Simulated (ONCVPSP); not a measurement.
## Before and after: ONCV potential for hydrogen (H)

ONCVPSP 4.0.1 input, shortened (lines: element, Z, core and valence counts, functional; n l f; lmax; l rc ep ncon nbas qcut; lloc lpopt rc5 dvloc0; l nproj debl; icmod fcfact rcfact), LDA (Perdew-Zunger), scalar-relativistic:

```
  H 1.00    0    1        3      upf
    1    0    0.75
    1
    0    0.95    0.00    4    7    5.60
    1    0.85    0.02    4    8    9.50
    4    5    0.85    0.00
    0    3    1.30
    1    3    2.10
    0    0.00    0.00
```

All-electron outer shells of the reference configuration (LDA (Perdew-Zunger), scalar-relativistic, ld1.x):

| shell | level (eV) | outermost node (bohr) | outermost maximum (bohr) |
| --- | --- | --- | --- |
| 1s | -9.26 | – | 1.01 |

Change: functional PBE.

Cutoffs: the cutoffs (Ha) at which the residual kinetic energy of the hardest occupied pseudo-wave falls to 1 and 0.1 mHa per electron; they do not see the model core or the augmentation charge, which bear on the density cutoff. Errors are all-electron minus pseudo energies relative to the spin-unpolarised reference configuration.

What does the change do?

The potential gets neither clearly harder nor softer (18 Ha and 105 Ha → 19 Ha and 107 Ha); both files keep a bound ghost (s).

```csv
quantity,base,changed
"cutoff, loose",18 Ha,19 Ha
"cutoff, tight",105 Ha,107 Ha
bound ghosts,s,s
GHOST(+) flags under 300 eV,none,none
"error for 1s1, meV [ΔE -1.95 → -1.99 eV]",+0.2,+0.2
"error for 1s0.5, meV [ΔE 2.70 → 2.77 eV]",+0.3,+0.4
s: phases at 0.96 bohr within 0.05 rad from the reference energy up to (Ha; the scan ends near 5),to the end of the scan,to the end of the scan
p: phases at 0.86 bohr within 0.05 rad from the reference energy up to (Ha; the scan ends near 5),to the end of the scan,to the end of the scan
```

 A true bound ghost makes a file unfit for plane-wave use even where its test errors are small: the radial tests pick states by their node count and pass the ghost by.
